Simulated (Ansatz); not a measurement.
Ideal-gas functions of F2HO2Ta (`[O]=[Ta]([OH])([F])[F]`) at 298.15 K and 1 bar, from an Ansatz frequency run at PBE0-D4/def2-TZVP.

Molar mass 251.95 g/mol, point group Cs (symmetry number 1), electronic degeneracy 1, moments of inertia 152.736, 156.991, 179.275 u Å². Harmonic wavenumbers (cm⁻¹, unscaled): 172, 186, 197, 250, 252, 425, 553, 680, 683, 741, 1026, 3925.

Use S(trans) = R[1.5 ln M + 2.5 ln T − 1.1517]; rotational temperatures θ = 24.2544 K / I; S(rot) = R[ln(√π/σ · √(T³/θAθBθC)) + 1.5]; for each mode x = 1.438777 ν̃/T, S = R[x/(eˣ − 1) − ln(1 − e⁻ˣ)] and H = RT x/(eˣ − 1); 1 cm⁻¹ = 0.0119627 kJ/mol; R = 8.31446 J/(mol·K).

Problem. By hand: the entropy, in J/(mol·K).

Solution. Translation 177.8. Rotation: θ = 0.1588, 0.1545, 0.1353 K, giving 112.0. Vibration, mode by mode: 10.10, 9.49, 9.04, 7.24, 7.18, 3.66, 2.25, 1.38, 1.37, 1.09, 0.35, 0.00, in all 53.2. Electronic 0.0. Sum 343.0 J/(mol·K).

Problem. By hand: H − E and G − E in kJ/mol, counted from the electronic energy.

Solution. Zero-point energy ½ × 9090 × 0.0119627 = 54.4; thermal vibration 9.4; translation, rotation and pV give 4 RT = 9.9. H − E = 73.7 kJ/mol, and G − E = 73.7 − 298.15 × 343.0/1000 = -28.6 kJ/mol.

Vibration gives 16 % of the entropy. The sum counts one conformer and one mirror image; others add a mixing term.
